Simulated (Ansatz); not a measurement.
Coupled-cluster diagnostics for the cluster SeS₃⁻ (the lowest doublet isomer of a short search), Ansatz.

Geometry of the doublet (r2SCAN-D4/def2-SVPD):

```xyz
4

S    -0.6250   -2.6127   -0.0227
S     0.9679    0.5967   -0.2835
S     0.6295    2.5516    0.0113
Se   -0.9724   -0.5356    0.2949
```

Correlated methods freeze 24 core orbitals; core or outer-core shells of Se are correlated, in sets that lack core-valence functions. In the quartet geometry the species has come apart into loosely held pieces. The structure comes from a short search, and lower isomers may exist.

Geometry of the charge -1 quartet (r2SCAN-D4/def2-SVPD):

Cartesian coordinates in Å:
```
S -1.0038 0.6845 2.9098
S 0.4336 0.4744 -2.2101
S 0.8973 -1.3702 -1.6610
Se -0.3271 0.2113 0.9614
```

(1) Estimate the CCSD(T) correlation energy, the shares of MP2 and (T), T1 and the reference's ⟨S²⟩ for: charge -1, doublet, own geometry in def2-SVPD; charge -1, quartet, own geometry in def2-SVPD; and the rough time on 2 threads of Intel Xeon 6975P-C on a shared host.

Answers

(1) 
```csv
state,basis,correlation (eV),MP2 share (%),(T) share (%),T1,⟨S²⟩ (pure),wall time,remarks
"charge -1, doublet, own geometry",def2-SVPD,-19.519,90.5,4.6,0.047,0.78 (0.75),33 s,large T1
"charge -1, quartet, own geometry",def2-SVPD,-19.046,90.7,4.3,0.030,3.82 (3.75),37 s,–
```
Customary marks for T1 are 0.02 (closed shells), 0.045 (open shells) and about 0.05 (3d metals). T1 exceeds 0.02 in 2 of 2 rows and 0.045 in 1; the higher it lies, the less the single-reference result can be trusted.
